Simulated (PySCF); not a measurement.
Compound: transoidal 1-iodononafluorobutane, C4F9I.
SMILES with atom numbers: `[F:1][C:2]([F:3])([F:4])[C:5]([F:6])([F:7])[C:8]([F:9])([F:10])[C:11]([F:12])([F:13])[I:14]`

Method: PySCF, PBE0-D3(BJ)/def2-SVP geometry optimisation, gas phase, def2 core potentials past Kr; density fitting, grid level 1; the optimiser is geomeTRIC in internal coordinates, started from a GFN2-xTB structure with every atom displaced at random (about 0.01 Å).

Step 0: E = -36651.0362 eV
```
atom  x, y, z in Å  |  force x, y, z in eV/Å
F1     -1.6811   -0.4147    1.3640   -0.110   0.818  -0.780
C2     -1.5691    0.5746    0.4583    0.088   0.219   0.579
F3     -2.7913    0.9621    0.0694    1.030  -0.290   0.341
F4     -0.9334    1.6142    1.0446   -0.818  -0.840  -0.618
C5     -0.7441    0.0936   -0.7853   -0.074   0.557   0.201
F6     -1.5430   -0.6643   -1.5386    0.239  -0.207   0.204
F7     -0.4028    1.1757   -1.5080   -0.079  -0.277   0.278
C8      0.5629   -0.7112   -0.4501   -1.229  -0.986   0.623
F9      1.1392   -1.0151   -1.5930    0.300   0.201  -0.691
F10     0.1907   -1.8817    0.1390    0.151   0.764  -0.194
C11     1.5536   -0.0051    0.4863    0.108   1.093   0.124
F12     1.0652    0.0644    1.7217   -0.023  -0.258  -0.161
F13     1.7379    1.2618    0.0583    0.079  -0.699   0.060
I14     3.4107   -1.0688    0.5263    0.338  -0.096   0.035
```

Step 1: E = -36651.1358 eV
```
atom  x, y, z in Å  |  force x, y, z in eV/Å
F1     -1.8009   -0.3241    1.3839    0.061  -0.184  -0.024
C2     -1.6232    0.5994    0.4562   -0.061  -0.062  -0.093
F3     -2.7980    0.9157   -0.0675   -0.093   0.095   0.118
F4     -1.1032    1.6755    1.0203    0.179   0.014  -0.016
C5     -0.7369    0.0984   -0.7161    0.094   0.161  -0.073
F6     -1.4954   -0.7173   -1.4559   -0.003  -0.022   0.008
F7     -0.4171    1.1732   -1.4445   -0.001   0.009  -0.040
C8      0.5672   -0.6993   -0.4269   -0.030  -0.265   0.035
F9      1.1023   -0.9509   -1.6285   -0.025   0.119   0.142
F10     0.2203   -1.8565    0.1455    0.006  -0.004  -0.005
C11     1.6217   -0.0239    0.4829   -0.173   0.071  -0.109
F12     1.1496   -0.0139    1.7258   -0.016   0.069   0.032
F13     1.8236    1.2285    0.0905    0.015   0.013  -0.015
I14     3.4852   -1.1192    0.4270    0.047  -0.014   0.038
```

**Question.** Estimate the geometry and energy of step 2. (The exact step hangs on the optimiser's Hessian estimate; all steps are aligned on step 1, rigid shifts and turns removed.)

**Answer.** E = -36651.1533 eV, largest force 0.196 eV/Å
```
atom  x, y, z in Å  |  force x, y, z in eV/Å
F1     -1.7203   -0.4047    1.3437   -0.112  -0.011   0.006
C2     -1.5658    0.5727    0.4659   -0.037   0.004  -0.118
F3     -2.7568    0.9686    0.0390    0.110  -0.023   0.106
F4     -0.9559    1.5898    1.0524   -0.144   0.120   0.000
C5     -0.7380    0.0971   -0.7531   -0.092   0.076  -0.019
F6     -1.5213   -0.6969   -1.4910    0.026   0.042  -0.004
F7     -0.4049    1.1777   -1.4679   -0.092  -0.119  -0.020
C8      0.5463   -0.7171   -0.4467    0.039  -0.073   0.019
F9      1.1111   -0.9757   -1.6302   -0.005   0.015   0.091
F10     0.1875   -1.8640    0.1389    0.098   0.048  -0.112
C11     1.5617    0.0021    0.4707   -0.007   0.057   0.028
F12     1.0410    0.0728    1.6927    0.158  -0.100   0.061
F13     1.7701    1.2372    0.0288    0.087  -0.035  -0.034
I14     3.4405   -1.0741    0.5497   -0.028  -0.002  -0.003
```

The energy changes by -0.0175 eV. The first-order estimate −F·Δx gives -0.0824 eV and the mean of the old and new forces, exact on a quadratic surface, -0.0110 eV. The step makes an angle of 66° with the force vector and moves no atom by more than 0.173 Å.

The cost below is that of the whole optimisation. On one thread of an Arm Neoverse V2, no GPU, shared host with 96 logical CPUs at a one-minute load of 33, this took 4.2 min wall and 1.2 GiB of memory at its peak.
